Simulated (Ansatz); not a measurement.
Two shapes of doublet H₉.

Shape 1:

```xyz
9

H     1.5000    0.0000    0.0000
H     1.1491    0.9642    0.0000
H     0.2605    1.4772    0.0000
H    -0.7500    1.2990    0.0000
H    -1.4095    0.5130    0.0000
H    -1.4095   -0.5130    0.0000
H    -0.7500   -1.2990    0.0000
H     0.2605   -1.4772    0.0000
H     1.1491   -0.9642    0.0000
```

Shape 2:

```xyz
9

H     1.4893    0.0097    0.0263
H     1.1303    0.9752   -0.0206
H     0.2712    1.5021    0.0129
H    -0.7380    1.3089   -0.0257
H    -1.4090    0.4832   -0.0034
H    -1.3941   -0.4914    0.0140
H    -0.7666   -1.3000   -0.0250
H     0.2380   -1.4886    0.0164
H     1.1715   -0.9610   -0.0197
```

Basis set: def2-SVP (spherical functions). All electrons are correlated. Charge 0, multiplicity 2.

Computed with Ansatz (development build ahead of 0.2.0); each method stands on the lowest determinant of its kind that the runs found.

Task: Which shape is lower in energy, and by how much in each method?

Result:

| method | E(2) − E(1) (eV) |
| --- | --- |
| UHF | -0.225 |
| UHF-MP2 | -0.179 |
| PBE0 (unrestricted) | -0.162 |

Shape 2 is lower. Caution: the determinant breaks the point group. Caution for UHF-MP2: bonds are stretched, where a single reference can fail.
